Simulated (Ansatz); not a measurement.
`C=C[SiH](N)Cl` + HCl → `N[SiH](Cl)Cl` + `C=C` at 400 K and 1 bar (ligand exchange at the Si–C bond).

Gas-phase electronic energies from Ansatz, PBE0-D4/def2-TZVP geometries. CBS: MP2 limit from def2 TZ/QZ plus the TZ coupled-cluster correction, frozen cores. This one scheme is used for every species. One conformer a species, not always the lowest.

| species | CCSD(T)/CBS energy (Eh) | H − E (kJ/mol) | S (J/(mol·K)) |
| --- | --- | --- | --- |
| `C=C[SiH](N)Cl` | -883.34911 | 243.6 | 385.3 |
| HCl | -460.38127 | 29.6 | 195.4 |
| `N[SiH](Cl)Cl` | -1265.28357 | 128.9 | 357.1 |
| `C=C` | -78.48111 | 149.4 | 232.7 |

H − E and S are ideal-gas, rigid-rotor, harmonic terms from PBE0-D4/def2-TZVP, for one conformer and one mirror image of each species. 1 Eh = 2625.50 kJ/mol, R = 8.31446 J/(mol·K).

Q: By hand: ΔE, ΔH, ΔS and ΔG.

A: ΔE = (-1265.28357) + (-78.48111) − (-883.34911) − (-460.38127) = -0.03430 Eh = -90.1 kJ/mol. Δ(H − E) = 128.9 + 149.4 − 243.6 − 29.6 = 5.1, so ΔH = -85.0 kJ/mol. ΔS = 357.1 + 232.7 − 385.3 − 195.4 = 9.1 J/(mol·K). ΔG = -85.0 − 400 × (9.1)/1000 = -88.6 kJ/mol.

Q: By hand: the equilibrium constant, and the temperature at which ΔG would vanish if ΔH and ΔS stayed fixed.

A: log₁₀ K = −ΔG/(RT ln 10) = 11.6. ΔH and −TΔS have one sign here, so there is no such temperature.

The number of gas molecules stays the same, so ΔS is small and ΔH decides. A doubt of 5 kJ/mol in ΔE shifts log₁₀ K by 0.7 here. Other conformers and mirror images would add mixing entropy, several J/(mol·K) or more a flexible species. These are equilibria of isolated gas molecules and say nothing of rates. Largest T1 diagnostic: 0.011 (customary marks: 0.02 for closed shells, 0.045 for open ones).

ΔS is within the doubt of such terms, so its sign, and with it that verdict, could turn.
